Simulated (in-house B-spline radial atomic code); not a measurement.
One electron outside the 1s2 core: C3+

Computed with an all-electron radial atomic-structure program (B-spline basis), no-pair Dirac-Coulomb Hamiltonian, finite nucleus. Rungs: frozen-core Dirac-Hartree-Fock (DHF); Brueckner orbitals from the second-order correlation potential; the same with the Coulomb interaction screened by the core and the hole-particle interaction summed; Breit and QED terms from differences of relaxed Dirac-Fock atoms, where computed. Partial waves beyond l = 6 are extrapolated. The tables show a selection of states; those near core-excited levels, with erratic corrections or far from their DHF start are never shown.

Command:
```bash
python run_mb.py task.json out
```
Settings (nuclear radius in fm, box in bohr, cutoff in hartree):
```
basis_form          2
Z                   6
core_configuration  1s2
rms_radius          2.4702
mass_number         12
speed_of_light      137.036
box_radius          52.8
lmax                6
intervals           70
virtual_cutoff      300.0
```

Time taken, with all properties: 15 s on 1 thread of Intel(R) Xeon(R) 6975P-C, with other jobs on the host.

Removal energies (eV):

```tsv
state	DHF	second order	screened	Breit + QED	final
2s1/2	64.3794	64.4935	64.4995	-0.00518	64.4943
3s1/2	26.9169	26.9457	26.9473	-0.0014	26.9459
3p1/2	24.7617	24.8123	24.814	-0.00151	24.8125
3p3/2	24.757	24.8075	24.8091	-0.000593	24.8086
3d3/2	24.2014	24.2139	24.2147	-1.95e-05	24.2147
3d5/2	24.2002	24.2127	24.2136	-4.11e-06	24.2136
4s1/2	14.7218	?	?	?	?
4p1/2	13.8494	13.8694	13.87	-	-
4p3/2	13.8475	13.8674	13.868	-	-
4d3/2	13.6133	?	?	?	?
4d5/2	13.6128	13.6184	13.6188	-2.12e-06	13.6188
4f5/2	13.6062	13.6072	13.6073	-	-
4f7/2	13.6059	13.607	13.607	-	-
5s1/2	9.2697	9.27518	9.27545	-	-
```

Problem. What does correlation do to 4d3/2?

Solution. It adds 0.005645 eV to the removal energy in second order and 0.006043 eV with screening; Breit and QED add -1.15e-05 eV, for a final 13.6193 eV.

Problem. What does correlation do to 4s1/2?

Solution. It adds 0.01116 eV to the removal energy in second order and 0.01173 eV with screening, giving 14.7336 eV before Breit and QED terms, which weren't computed for this state.

Problem. How does the lowest state compare with the NIST ionisation energy?

Solution. 2s1/2 is bound by 64.494 eV, without recoil; NIST lists 64.49352 ± 0.00019 eV (measured), a difference of +0.00076 eV.

Electric-dipole lines from 2s1/2 (reduced matrix elements in atomic units, length form, static core polarisation, sign of DHF taken positive):

| upper | DHF | + core polarisation | + Brueckner | λ (nm) | A (s⁻¹) |
| --- | --- | --- | --- | --- | --- |
| 3p1/2 | 0.3695 | 0.3712 | 0.3733 | 31.245 | 4.63e+09 |
| 3p3/2 | 0.522 | 0.5244 | 0.5274 | 31.242 | 4.62e+09 |

Magnetic hyperfine constants per unit nuclear g factor (MHz, nucleus as a uniformly magnetised ball; they apply to isotopes with nuclear spin):

```json
{"state": "2s1/2", "DHF": "3502", "+ core polarisation": "3985", "+ Brueckner": "4011"}
{"state": "3s1/2", "DHF": "956.8", "+ core polarisation": "1082", "+ Brueckner": "1087"}
{"state": "3p1/2", "DHF": "254", "+ core polarisation": "283.9", "+ Brueckner": "285.9"}
{"state": "4s1/2", "DHF": "388.4", "+ core polarisation": "438.1", "+ Brueckner": "439.9"}
{"state": "4p1/2", "DHF": "106.2", "+ core polarisation": "118.2", "+ Brueckner": "118.8"}
{"state": "5s1/2", "DHF": "194.4", "+ core polarisation": "219.1", "+ Brueckner": "219.9"}
```

Problem. What is the static scalar polarisability of 2s1/2?

Solution. 3.453 bohr³: 0.008919 from the core and 3.444 from the valence electron, Pauli blocking included.
